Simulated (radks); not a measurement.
Hg, configuration [Hg]. Calculated with a radial shooting solver on a logarithmic mesh with Libxc functionals: Dirac Kohn-Sham, PBE, spin-unpolarised, spherical densities, finite nucleus; Fermi nuclear charge, rms radius 5.4648 fm.

Normalised radial functions P(r) = r R(r) (large component), r in bohr:

```
   r/bohr * 4f7/2, o 5p1/2, + 6p1/2 (the largest magnitude, 1.47, reaches the edge; | marks zero, & curves that meet)
 0.003076                             &o
 0.004236                             &o
 0.005787                             &o
 0.007969                             & o
  0.01097                             *+ o
  0.01511                             *+  o
  0.02081                             *+   o
  0.02843                             *+    o
  0.03916                             *+   o
  0.05392                             |& o
  0.07426                           o + *
   0.1014                      o     +|    *
   0.1397                     o     + |         *
   0.1924                             &                *
   0.2649                             | +       o             *
   0.3649                             | +       o                *
   0.4985                           o+|                       *
   0.6865           o             +   |                *
   0.9453       o                  +  |        *
    1.302               o             |+ *
    1.779                       o     |*    +
    2.449                            o*        +
    3.373                             &        +
    4.645                             &       +
    6.397                             &    +
    8.739                             & +
    12.03                             &+
```

4f7/2: eigenvalue -93.769 eV, 0 radial nodes, <r> = 0.486 bohr, 90 % of the charge inside 0.778 bohr. 5p1/2: eigenvalue -79.878 eV, 3 radial nodes at r = 0.0656, 0.194, 0.477 bohr, <r> = 0.972 bohr, 90 % of the charge inside 1.41 bohr. 6p1/2 (empty): eigenvalue -1.555 eV, 4 radial nodes at r = 0.0655, 0.193, 0.465, 1.19 bohr, <r> = 4.02 bohr, 90 % of the charge inside 6.41 bohr.
